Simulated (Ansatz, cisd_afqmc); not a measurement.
Species: Ir, charge 0, quartet.

Total energies in def2-QZVPP, 9 correlated electrons, 4 frozen orbitals. Open shells are spin-unrestricted; no spin-orbit coupling. Cores are frozen in correlated methods (noble-gas shells, and filled d and f shells in the p block). Past Kr the def2 sets carry scalar-relativistic core potentials. AFQMC is phaseless with a CISD trial state; ± is one standard error, without the phaseless bias. Outlying blocks are dropped, and bars are widened where a walk drifts. Over all cases where full CI ran beside it in this data, AFQMC minus full CI had a median of +0.1 mEh and passed +0.4 mEh in a tenth of the cases.

| method | program | energy (Eh) | minus CCSDT(Q) (mEh) |
|---|---|---|---|
| HF | Ansatz | -103.44642 | 254.13 |
| MP2 | Ansatz | -103.69189 | 8.65 |
| CCSD | Ansatz | -103.68868 | 11.87 |
| CCSD(T) | Ansatz | -103.70022 | 0.32 |
| CCSDT(Q) | Ansatz | -103.70055 | 0.00 |
| AFQMC/CISD | cisd_afqmc | -103.6996 ± 0.0004 | 0.9 ± 0.4 |

Ansatz is an electronic-structure program.
